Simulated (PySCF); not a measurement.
## Fe+ (iron, charge +1) across methods

[Ar] 3d5 4s2, high-spin 6S determinant (an excited configuration). Calculation: PySCF 2.14, in x2c-QZVPPall with one added diffuse shell each of s, p, d, f, g type (12s8p6d5f3g, 128 functions); the spin-free X2C one-electron Hamiltonian (Gaussian nucleus).

| method | E (hartree) | mean ε 3d α (eV) | mean ε 4s α (eV) | mean ε 4s β (eV) | Σ⟨r²⟩ (bohr²) | ⟨S²⟩ |
| --- | --- | --- | --- | --- | --- | --- |
| revPBE | -1272.127 | -23.379 | -14.422 | -13.271 | 29.08 | 8.755 |
| r2SCAN | -1272.195 | -24.180 | -14.733 | -13.448 | 29.09 | 8.761 |
| TPSSh | -1272.227 | -24.587 | -14.836 | -13.613 | 29.06 | 8.756 |
| LDA | -1269.670 | -23.618 | -14.756 | -13.590 | 28.83 | 8.755 |
| wB97M-V | -1272.137 | -28.630 | -17.362 | -16.430 | 29.05 | 8.753 |
| PBE0 | -1272.012 | -26.270 | -15.298 | -14.147 | 29.04 | 8.755 |
| UHF | -1271.06135 | -34.253 | -16.974 | -15.631 | 29.71 | 8.757 |
| PBE | -1271.978 | -23.406 | -14.503 | -13.341 | 29.01 | 8.755 |
